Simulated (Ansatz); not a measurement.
Mulliken charges of GaH₅OSi, SMILES `O[SiH2][GaH2]` from r2SCAN/def2-TZVPP in Ansatz (PBE0-D4/def2-TZVP geometry).

| atom | x (Å) | y (Å) | z (Å) | charge (e) |
| --- | --- | --- | --- | --- |
| O1 | -1.428 | 0.012 | -1.042 | -0.427 |
| Si2 | -0.236 | 0.746 | -0.146 | 0.333 |
| Ga3 | 1.048 | -1.116 | 0.726 | 0.245 |
| H4 | -2.062 | 0.580 | -1.483 | 0.199 |
| H5 | 0.570 | 1.672 | -1.000 | -0.099 |
| H6 | -0.833 | 1.605 | 0.923 | -0.099 |
| H7 | 2.265 | -1.711 | -0.076 | -0.075 |
| H8 | 0.676 | -1.788 | 2.099 | -0.075 |

Q: By hand: the dipole of these point charges (1 e Å = 4.8032 D).

A: Σ q r = (0.183, 0.023, 0.135) e Å, of length 0.229 e Å = 1.10 D.

Q: How does the dipole of the full density compare? (An estimate is asked.)

A: Computed: (-0.122, 0.221, -0.081) e Å, 1.27 D; the point charges give 0.87 times that, at 118° from its direction.

Point charges leave out the atoms' own dipoles, such as those of lone pairs, and Mulliken's split depends on the basis, so the two needn't agree.
